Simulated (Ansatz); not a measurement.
System: GeH3, net charge 0, doublet state. 
Coordinates optimised at B3LYP-D3(BJ)/def2-TZVP (Ansatz, a first-principles code):
```xyz
4

Ge    -0.0167    -0.0237    -0.0294
H      0.5517    -0.9452     1.0702
H     -1.1244     0.8871     0.5402
H      1.1063     0.8180    -0.6708
```
Charge 0, spin multiplicity 2.

Property: atomisation energy (electronic, to ground-state atoms), in kcal/mol. Valence correlation only, unless marked. UHF or UKS for open shells. Spin-orbit coupling is left out. The frozen core is the preceding noble-gas configuration, with the filled d and f shells of earlier blocks. No relativistic terms. FCI takes restricted orbitals. The coupled-cluster limit lacks core correlation, which all-electron functionals hold. CBS marks a two-point X^-3 extrapolation of the correlation energy; Hartree-Fock from the larger set.

| level | program | atomisation energy (kcal/mol) |
|---|---|---|
| HF/aug-cc-pVDZ | Ansatz | 153.5 |

Problem. What does CCSD(T)/CBS(aug-cc-pVTZ,aug-cc-pVQZ) (Ansatz) give?

Solution. 206.2 kcal/mol, so HF/aug-cc-pVDZ differs from it by -52.7 kcal/mol.
